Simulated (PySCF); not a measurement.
This PySCF input asks for the NMR shieldings of `[SiH2](C)CCC(=O)C(N)=O`, C₅H₁₁NO₂Si; the geometry comes from GFN2-xTB.

```python
import basis_set_exchange as bse
import numpy as np
from pyscf import gto, dft
from pyscf.prop import nmr

atoms = """
C    -3.523872    0.017627   -0.693584
Si   -1.781092    0.643726   -0.278684
C    -0.790256   -0.824709    0.431314
C     0.644088   -0.468332    0.790929
C     1.488859   -0.167972   -0.400818
O     1.117639   -0.205704   -1.551435
C     2.946455    0.208862   -0.073585
N     3.639778    0.505057   -1.184692
O     3.385993    0.232458    1.055353
H    -4.151258    0.833054   -1.038538
H    -3.499972   -0.730662   -1.480552
H    -4.008627   -0.427732    0.170450
H    -1.853391    1.673888    0.772448
H    -1.166752    1.228750   -1.470472
H    -1.288896   -1.202632    1.325322
H    -0.774411   -1.643800   -0.289108
H     1.143410   -1.279888    1.332372
H     0.693195    0.400988    1.452408
H     4.606850    0.777528   -1.139368
H     3.167114    0.440172   -2.073175
"""
names = dict.fromkeys(["C", "Si", "O", "N", "H"], "pcSseg-1")
basis = {el: gto.basis.parse(bse.get_basis(n, elements=[el], fmt="nwchem")) for el, n in names.items()}
mol = gto.M(atom=atoms, basis=basis, charge=0, verbose=0)
mf = dft.RKS(mol, xc="PBE0")
mf.grids.level = 2
mf.grids.alignment = dft.numint.BLKSIZE   # the property module wants whole blocks of grid points
mf.conv_tol = 1e-9
mf.kernel()

calc = nmr.RKS(mf)   # GIAO
C = mf.mo_coeff
Co = C[:, mf.mo_occ > 0]
resp = mf.gen_response(singlet=True, hermi=2)
def vind(x):   # induced exchange potential for any number of trial vectors
    d = np.einsum("pi,xij,qj->xpq", C, 2 * x.reshape(-1, C.shape[1], Co.shape[1]), Co, optimize=True)
    return np.einsum("xpq,pi,qj->xij", resp(d - d.transpose(0, 2, 1)), C, Co, optimize=True).ravel()
mo1, _ = nmr.rhf.solve_mo1(calc, with_cphf=vind)
sigma = calc.kernel(mo1)
for i, s in enumerate(sigma):   # ppm
    print("%2d %-2s %9.2f" % (i, mol.atom_pure_symbol(i), np.trace(s) / 3))
```

Question: What does it print?

Answer: 
```
 0 C     193.58
 1 Si    391.67
 2 C     178.77
 3 C     149.40
 4 C     -22.26
 5 O    -303.46
 6 C      24.92
 7 N     159.54
 8 O     -40.90
 9 H      31.61
10 H      31.49
11 H      31.62
12 H      27.79
13 H      27.40
14 H      30.92
15 H      30.68
16 H      28.20
17 H      28.63
18 H      27.22
19 H      24.87
```

These numbers come from an equivalent density-fitted implementation of the same equations, which agrees with the script to about 0.01 ppm for H and up to a few tenths of a ppm for heavy atoms, so last digits may differ.

Question: Turn these shieldings into chemical shifts. References, each an isolated molecule treated in the same way: 13C (σ = 186.93 ppm), 29Si (σ = 349.16 ppm), 1H (σ = 31.72 ppm) vs TMS; H2O for 17O (σ = 336.08 ppm); 15N (σ = 267.73 ppm) against NH3.

Answer: Averaging equivalent atoms: C 4: 209.2; C 6: 162.0; C 3: 37.5; C 2: 8.2; C 0: -6.7; Si 1: -42.5; O 5: 639.5; O 8: 377.0; N 7: 108.2; H 19: 6.84; H 18: 4.50; H 12/13: 4.12; H 16/17: 3.30; H 14/15: 0.92; H 9/10/11: 0.15 ppm. Unscaled 17O shifts of doubly bonded oxygen tend to come out too high, by tens of ppm or more. Experimental scales use liquid or dissolved standards, which lie at an offset from isolated NH3 (liquid NH3: subtract about 20 ppm) and H2O (liquid H2O: subtract about 36 ppm).

Size and cost of the density-fitted run: 215 basis functions, 78 s wall time on 1 thread of an Arm Neoverse N1, shared host; peak memory 0.96 GiB.
